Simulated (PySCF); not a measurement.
# Variants of one PySCF input: BeH

Base input, run as `python input.py` with PySCF 2.14:

```python
from pyscf import gto, scf

mol = gto.M(
    atom='Be 0 0 0; H 0 0 1.28',
    basis='pcseg-2',
    charge=0,
    spin=1,
    verbose=4,
)
mf = scf.UHF(mol)
mf = mf.density_fit(auxbasis='def2-universal-jkfit')
mf.kernel()
mf.dip_moment()
print('orbital energies (hartree):', [e[max(0, n-3):n+3].round(4) for e, n in zip(mf.mo_energy, mol.nelec)])
```

Base result: E(SCF) = -15.148104 Eh, 10 cycles, ⟨S²⟩ = 0.751, μz(SCF) = -0.22 D. The bond length is a typed value, not an optimised one. No search for the lowest solution was made.

Wall time 0.59 s on one thread of a shared host.

Each row names what differs from the base; energies in brackets are changes from the base.

| change | result |
| --- | --- |
| density fitting: def2-universal-jkfit → weigend | E(SCF) = -15.147629 Eh (+0.0129 eV), 10 cycles, ⟨S²⟩ = 0.751, μz(SCF) = -0.22 D |
| spin-free X2C: off → on [basis contracted without relativity] | E(SCF) = -15.150663 Eh, 10 cycles, ⟨S²⟩ = 0.751, μz(SCF) = -0.22 D |
| density fitting: def2-universal-jkfit → none | E(SCF) = -15.148082 Eh (+0.0006 eV), 10 cycles, ⟨S²⟩ = 0.751, μz(SCF) = -0.22 D |
| basis set: pcseg-2 → crenbl; core potential: off → on | E(SCF) = -1.536674 Eh, 10 cycles, ⟨S²⟩ = 0.752, μz(SCF) = -0.19 D |
| geometry: bond 1.28 → bond 1.37 | E(SCF) = -15.149040 Eh (-0.0255 eV), 10 cycles, ⟨S²⟩ = 0.752, μz(SCF) = -0.40 D |
| step after the SCF: none → eomip; frozen orbitals: default → 0; number of roots: default → 4 | E(SCF) = -15.148104 Eh (+0.0000 eV), 10 cycles, E(CCSD) − E(SCF) = -0.04246 Eh, ⟨S²⟩ = 0.751, μz(SCF) = -0.22 D, ionisation roots 8.219, 12.714, 12.896, 14.136 eV |
| charge: 0 → -1; spin (2S): 1 → 0 [another spin of the ion may lie lower] [no diffuse functions for the anion] | E(SCF) = -15.120938 Eh (+0.7392 eV), 8 cycles |
| charge: 0 → 1; spin (2S): 1 → 2 [another spin of the ion may lie lower] [a high spin state] | E(SCF) = -14.721263 Eh (+11.6149 eV), 8 cycles, ⟨S²⟩ = 2.000 |
| PCM solvent, dielectric constant: none → 20.5 | E(SCF) = -15.154093 Eh (-0.1630 eV), 10 cycles, ⟨S²⟩ = 0.751, μz(SCF) = -0.40 D |
| geometry: bond 1.28 → bond 25 [unsound on purpose] | E(SCF) = -15.070062 Eh (+2.1236 eV), 6 cycles, ⟨S²⟩ = 0.750, μz(SCF) = 0.00 D |
| electric field along z (a.u.): none → 0.05 | E(SCF) = -15.179170 Eh (-0.8454 eV), 11 cycles, ⟨S²⟩ = 0.756, μz(SCF) = 3.76 D |
| geometry: bond 1.28 → bond 1.434 | E(SCF) = -15.147171 Eh (+0.0254 eV), 10 cycles, ⟨S²⟩ = 0.753, μz(SCF) = -0.53 D |
| PCM solvent, dielectric constant: none → 78.36 | E(SCF) = -15.154349 Eh (-0.1700 eV), 10 cycles, ⟨S²⟩ = 0.751, μz(SCF) = -0.40 D |
| step after the SCF: none → stability | E(SCF) = -15.148104 Eh (+0.0000 eV), 10 cycles, ⟨S²⟩ = 0.751, μz(SCF) = -0.22 D, internal stable; real -> complex stable; UHF/UKS -> GHF/GKS stable |
| SCF type: UHF → RHF [runs as restricted open-shell] | E(SCF) = -15.147829 Eh (+0.0075 eV), 8 cycles, μz(SCF) = -0.22 D |
| functional: none (Hartree–Fock) → revtpss; SCF type: UHF → UKS; step after the SCF: none → analyze | E(SCF) = -15.264927 Eh, 7 cycles, ⟨S²⟩ = 0.750, μz(SCF) = -0.14 D |
| second-order solver: off → on | E(SCF) = -15.148104 Eh (+0.0000 eV), 3 cycles, ⟨S²⟩ = 0.751, μz(SCF) = -0.22 D |
| basis set: pcseg-2 → x2c-tzvpall; spin-free X2C: off → on | E(SCF) = -15.152280 Eh, 10 cycles, ⟨S²⟩ = 0.751, μz(SCF) = -0.14 D |
| electric field along z (a.u.): none → 0.001 | E(SCF) = -15.148030 Eh (+0.0020 eV), 10 cycles, ⟨S²⟩ = 0.751, μz(SCF) = -0.16 D |
| step after the SCF: none → mp2; frozen orbitals: default → 0 | E(SCF) = -15.148104 Eh (+0.0000 eV), 10 cycles, E(MP2) − E(SCF) = -0.03241 Eh, ⟨S²⟩ = 0.751, μz(SCF) = -0.22 D |
| functional: none (Hartree–Fock) → lc_wpbe; SCF type: UHF → UKS; step after the SCF: none → analyze | E(SCF) = -15.234649 Eh, 10 cycles, ⟨S²⟩ = 0.751, μz(SCF) = -0.17 D |
| cycle limit: 50 → 1 [unsound on purpose] | not converged: SCF after 1 cycles |

Question: Order these changes by how far they move the SCF energy from the base, largest first: (1) PCM solvent, dielectric constant: none → 20.5; (2) PCM solvent, dielectric constant: none → 78.36; (3) electric field along z (a.u.): none → 0.05; (4) geometry: bond 1.28 → bond 1.37.

Answer: (3) -0.8454 eV, (2) -0.1700 eV, (1) -0.1630 eV, (4) -0.0255 eV.
